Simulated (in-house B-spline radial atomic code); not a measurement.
Response and correlation along the 28-electron series, closed shell [Ar] 3d10; the second-order energy is extrapolated in partial waves. Computed with an all-electron radial atomic-structure program (B-spline basis): relativistic RPA and second-order many-body perturbation theory on Dirac-Hartree-Fock.

| ion | Z | dipole polarisability (bohr³) | quadrupole polarisability (bohr⁵) | ratio of RPA to uncoupled dipole | second order correlation energy (Eh) | C6 of two such ions (Eh bohr⁶) |
| --- | --- | --- | --- | --- | --- | --- |
| I25+ | 53 | 0.012981 | 0.00198 | 0.98103 | -1.5794 | 0.0044775 |
| Xe26+ | 54 | 0.011636 | 0.0016756 | 0.98083 | -1.5818 | 0.0038113 |
| Cs27+ | 55 | 0.010462 | 0.0014248 | 0.98067 | -1.5842 | 0.0032586 |
| Ba28+ | 56 | 0.0094351 | 0.0012168 | 0.98055 | -1.5866 | 0.0027977 |
| La29+ | 57 | ? | ? | ? | ? | ? |
| Ce30+ | 58 | 0.0077352 | 0.00089852 | 0.9804 | -1.5914 | 0.002086 |
| Pr31+ | 59 | 0.00703 | 0.00077647 | 0.98037 | -1.5939 | 0.0018109 |
| Nd32+ | 60 | 0.0064038 | 0.00067334 | 0.98035 | -1.5963 | 0.0015773 |
| Pm33+ | 61 | 0.0058461 | 0.00058584 | 0.98036 | -1.5987 | 0.0013781 |
| Sm34+ | 62 | ? | ? | ? | ? | ? |
| Eu35+ | 63 | 0.0049021 | 0.00044758 | 0.98043 | -1.6036 | 0.0010613 |
| Gd36+ | 64 | ? | ? | ? | ? | ? |
| Tb37+ | 65 | 0.0041415 | 0.00034585 | 0.98055 | -1.6086 | 0.00082618 |

Problem. Fill in the row of La29+.

Solution. dipole polarisability (bohr³): 0.008532; quadrupole polarisability (bohr⁵): 0.0010436; ratio of RPA to uncoupled dipole: 0.98046; second order correlation energy (Eh): -1.589; C6 of two such ions (Eh bohr⁶): 0.0024113.

Problem. Fill in the row of Sm34+.

Solution. dipole polarisability (bohr³): 0.0053481; quadrupole polarisability (bohr⁵): 0.0005113; ratio of RPA to uncoupled dipole: 0.98039; second order correlation energy (Eh): -1.6012; C6 of two such ions (Eh bohr⁶): 0.0012076.

Problem. Fill in the row of Gd36+.

Solution. dipole polarisability (bohr³): 0.0045018; quadrupole polarisability (bohr⁵): 0.00039291; ratio of RPA to uncoupled dipole: 0.98048; second order correlation energy (Eh): -1.6061; C6 of two such ions (Eh bohr⁶): 0.00093518.

Problem. How fast does the dipole polarisability fall along the series?

Solution. From 0.01298 to 0.004142 bohr³; a fit of its logarithm against log Z from Z = 53 to 65 has slope -5.59.
